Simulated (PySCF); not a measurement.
**Calculated NMR parameters of CC(C)CC(=O)O[SiH3]**

```yaml
Formula: C5H12O2Si
SMILES: CC(C)CC(=O)O[SiH3]
InChI: InChI=1S/C5H12O2Si/c1-4(2)3-5(6)7-8/h4H,3H2,1-2,8H3
Point_group_of_the_computed_structure: C1
Degrees_of_unsaturation: 1
Carbon_signals: 4
Proton_signals: 4
```

Atom-mapped SMILES (the numbers label the heavy atoms): `[CH3:1][CH:2]([CH3:3])[CH2:4][C:5](=[O:6])[O:7][SiH3:8]`; H(Xn) means a hydrogen on atom n.

Level of theory: coordinates at the GFN2-xTB level, shieldings: GIAO PBE0/pcSseg-1, in PySCF (in vacuum, relativity neglected, averaged over atoms made equivalent by symmetry, fast rotation or ring inversion, one computed conformer).

Chemical shifts δ = σref − σ; TMS for $^{1}$H (σref 31.72) and $^{13}$C (σref 186.93) and $^{29}$Si (σref 349.16); $^{17}$O (σref 336.08) against H2O, all at this level.

| carbon | δC, type | δH (multiplicity) | HMBC from (2–3 bonds) | span of the C tensor (ppm) |
| --- | --- | --- | --- | --- |
| C1/C3 | 24.0, CH3 | 0.98 (d) | H(C4), H(C2), H(C1)/H(C3) | 41 |
| C2 | 28.2, CH | 2.20 (m) | H(C4), H(C1)/H(C3) | 9 |
| C4 | 47.3, CH2 | 2.27 (m) | H(C2), H(C1)/H(C3) | 55 |
| C5 | 180.3, C | – | H(Si8), H(C4), H(C2) | 167 |

Other nuclei:
```csv
atoms,nucleus,environment,δ (ppm),σ (ppm)
H(Si8),$^{1}$H,hydrogen on a silicon bonded to O,4.81,26.90
Si8,$^{29}$Si,"silicon bonded to O, 3 H",-41.5,390.6
O6,$^{17}$O,carbonyl oxygen,447.5,-111.4
O7,$^{17}$O,"oxygen bonded to C, Si",189.2,146.9
```

Carbon types of the structure: 1 × C, 1 × CH, 1 × CH2, 2 × CH3, leaving 3 H on heteroatoms. δC 180.3: carbonyl carbon. δC 47.3: sp3 CH2 α to a carbonyl; the adjacent C=O deshields it moderately. δC 28.2: sp3 CH; a saturated carbon with 3 carbon neighbours and no heteroatom attached. δC 24.0: methyl carbon; saturated and bonded to C and H only. δH 0.98: hydrogen on a methyl carbon; far from electronegative atoms and π systems.

Shifts are as computed. Against solution values, carbons near 30 ppm lie about +3 ppm off and those near 130 ppm about +5 ppm. Of 1211 compounds with measured shifts, 218 miss one by over three times the rms of a fit or turn the order of signals round; such compounds aren't used in these exercises. Unscaled 17O shifts of doubly bonded oxygen tend to come out too high, by tens of ppm or more. Experimental scales use liquid or dissolved standards, which lie at an offset from isolated H2O (liquid H2O: subtract about 36 ppm). No couplings were computed; multiplicities are counted from neighbouring protons, with m where these are inequivalent, close in shift, in a saturated or five-membered ring or joined by F or P, and br s for small geminal =CH2 splittings.
